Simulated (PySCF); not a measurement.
Positional isomers: benzene trifluoromethyl+ethynyl. Isolated molecules, 0 K electronic values unless said otherwise. Strings in code marks are SMILES.

Computed with PBE-D3(BJ)/def2-TZVP // PBE-D3(BJ)/def2-SVP (PySCF). Excitations are Tamm–Dancoff values on a coarser integration grid. The basis has no diffuse functions, so Rydberg states are missing or too high.

```
species                  brightest of the four lowest singlets (TDA) (eV)  S1 oscillator strength  dipole moment (D)  LUMO (eV)
-----------------------  ------------------------------------------------  ----------------------  -----------------  ---------
`C#Cc1ccc(C(F)(F)F)cc1`                                              4.89                   0.000               2.24      -2.59
`C#Cc1cccc(C(F)(F)F)c1`                                              5.00                   0.007               2.41      -2.45
`C#Cc1ccccc1C(F)(F)F`                                                4.95                   0.021               2.67      -2.50
```
